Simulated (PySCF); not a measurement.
Vertical excitations of a molecule C2H9NOSi from TDA-B3LYP/def2-SVPD (PySCF), as energy in eV (oscillator strength): 6.41 (0.045), 6.92 (0.009), 7.16 (0.010), 7.57 (0.009), 7.58 (0.004), 7.63 (0.044), 7.73 (0.005), 7.90 (0.003), 7.99 (0.044), 8.09 (0.018). Lowest triplet (TDA): 6.07 eV. Coordinates come from a PBE0-D3(BJ)/def2-SVP optimisation. The values are those of a single conformer.

Question: Which molecule gave these data?
A. CNC[SiH2]O
B. CN[Si@H](C)O
C. CN[SiH2]OC
D. CO[Si@H](C)N

Answer: D, CO[Si@H](C)N
